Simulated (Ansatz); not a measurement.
Stretching the Se1–I3 bond in HISe (SMILES [SeH]I) (multiplicity 1 held, fragments rigid). Energies count from the point at 2.543 Å.
Geometry at that point (charge 0, multiplicity 1):
```xyz
3

Se    -0.90439    -0.74057     0.98809
H     -1.84024    -1.18560    -0.05946
I      0.61490     0.49745    -0.63275
```

Signs of static correlation in def2-TZVPP, from Ansatz (a program for electronic structure) runs.

```csv
R (Å),T1 of restricted CCSD,⟨S²⟩ of UHF,largest double amplitude of restricted CCSD
2.035,0.009,0.000,0.034
2.289,0.009,0.000,0.056
2.543,0.010,0.000,0.095
2.798,0.012,0.224,0.145
3.052,0.015,0.647,0.202
3.433,(withheld),0.895,0.305
3.815,(withheld),0.996,0.421
4.451,0.043,1.021,0.589
5.086,0.049,1.021,0.693
5.849,0.050,1.021,0.753
6.867,0.049,1.021,0.782
8.138,0.047,1.021,0.795
```

Task: Fill in the missing entries.

Result: 
- 3.433, T1 of restricted CCSD: 0.021
- 3.815, T1 of restricted CCSD: 0.030

Doubts at one or more of the structures used: a restricted determinant that unrestricted orbitals would lower (R-CCSD(T)/def2-TZVPP); other coupled-cluster roots lie near (R-CCSD(T)/def2-TZVPP); T1 above 0.05 (R-CCSD(T)/def2-TZVPP, U-CCSD(T)/def2-TZVPP); a spin-contaminated determinant (U-CCSD(T)/def2-TZVPP); the program's own flag: other amplitudes (U-CCSD(T)/def2-TZVPP).
